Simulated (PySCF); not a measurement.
An excited-state table with gaps

C7H9P.
Structure used (GFN2-xTB), in Å, numbered top down from 1:
```xyz
17
C7H9P angstrom
C      2.8057    0.1706   -0.3922
C      1.3752    0.0647    0.0518
C      0.3683    0.0333   -0.9076
C     -0.9779   -0.0413   -0.5994
C     -1.4919   -0.0909    0.6843
C     -2.9804   -0.1742    0.8729
P     -0.4928   -0.0667    2.1132
C      1.0829    0.0244    1.4020
H      2.9516   -0.3277   -1.3482
H      3.4773   -0.2689    0.3419
H      3.0773    1.2202   -0.5138
H      0.6548    0.0682   -1.9501
H     -1.6841   -0.0634   -1.4216
H     -3.4735    0.6798    0.4082
H     -3.3731   -1.0789    0.4083
H     -3.2362   -0.1896    1.9306
H      1.9098    0.0523    2.1031
```

Computed, not measured: TDDFT PBE0/def2-SVPD, vertical, gas phase, core orbitals frozen in the response (PySCF).

Orbital energies (eV): HOMO-3 -9.05, HOMO-2 -7.54, HOMO-1 -7.36, HOMO -6.78, LUMO -1.30, LUMO+1 -0.63, LUMO+2 0.77.

Lowest singlets, with some entries withheld (?).

```
state  E (eV)  f  main configurations (H = HOMO, L = LUMO)
   S1    4.63  ?       H→L (38%), H-1→L (29%), H→L+1 (25%)
   S2    4.96  ?                               H-2→L (98%)
   S3    5.12  ?       H→L (49%), H→L+1 (25%), H-1→L (20%)
   S4    5.46  ?                             H-2→L+1 (99%)
   S5    5.88  ?                  H-1→L (46%), H→L+1 (42%)
   S6    6.18  ?                               H-3→L (98%)
   S7    6.30  ?                  H-1→L+1 (82%), H→L (10%)
   S8    6.53  ?                               H→L+2 (96%)
```

**Question.** Supply the missing values.

**Answer.** 
- S1: f = 0.016
- S2: f = 0.016
- S3: f = 0.075
- S4: f = 0.0002
- S5: f = 0.405
- S6: f = 0.0003
- S7: f = 0.386
- S8: f = 0.0016

**Question.** How far apart are S3 and S4, in eV and cm⁻¹?

**Answer.** 5.460 − 5.115 = 0.345 eV, or about 2780 cm⁻¹.

**Question.** Which level carries the most intensity, and what share of the listed sum of f?

**Answer.** S5, with f = 0.405 of 0.899, 45%.

**Question.** What is the mean static polarisability from the same response equations?

**Answer.** 107.0 au (15.86 Å³), with principal values 68.0, 113.6 and 139.5 au.
